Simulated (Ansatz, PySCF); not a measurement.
Ta(S)(F)(OH)2 (FH₂O₂STa), SMILES [OH][Ta]([F])(=[S])[OH], multiplicity 1. Atoms are numbered in the order given.

```xyz
7

Ta    -0.1641    -0.0101     0.0000
S      2.0138    -0.0236     0.0000
F     -0.7968    -1.7916     0.0000
O     -0.7708     0.9097    -1.5420
H     -0.3688     1.3417    -2.3049
O     -0.7708     0.9097     1.5420
H     -0.3688     1.3417     2.3049
```
Charge 0, spin multiplicity 1.

Geometry optimised at B3LYP-D3(BJ)/def2-SVP. The multiplicity is an assumed one; no other spin state was optimised. The structure was generated by enumeration; whether it is a known compound was not checked. The def2 effective core potentials stand for the cores of Ta; spin–orbit coupling is left out. One conformer was computed; it need not be the lowest.

Vertical ionisation energy (IE) and electron affinity (EA) in eV. Rows of orbital energies are one-electron estimates. Where ΔSCF, EOM or ADC give a negative EA the extra electron is unbound and the value depends on the basis.

```json
[
 {"level": "−ε(HOMO), −ε(LUMO), r2SCAN/def2-TZVP (PySCF)", "IE": "6.80", "EA": "2.18"},
 {"level": "−ε(HOMO), −ε(LUMO), PBE/def2-TZVP (PySCF)", "IE": "…", "EA": "…"},
 {"level": "ΔSCF, PBE0/def2-SVPD (Ansatz), final states of multiplicity 2 and 2", "IE": "9.92", "EA": "-0.07"},
 {"level": "ΔSCF, PBE/def2-SVPD (Ansatz), final states of multiplicity 2 and 2", "IE": "9.82", "EA": "-0.17"}
]
```

Question: What belongs in the gaps? (The exact figures need the calculation; the answer reports its results.)

Answer: 
- −ε(HOMO), −ε(LUMO), PBE/def2-TZVP (PySCF), IE: 6.50
- −ε(HOMO), −ε(LUMO), PBE/def2-TZVP (PySCF), EA: 2.29

Question: What vertical singlet–triplet gap does ΔSCF give with PBE0/def2-SVPD (Ansatz, a first-principles code) and with PBE/def2-SVPD (Ansatz)? (The exact figures need the calculation; the answer reports its results.)

Answer: 3.83 and 4.08 eV (triplet above singlet where positive).
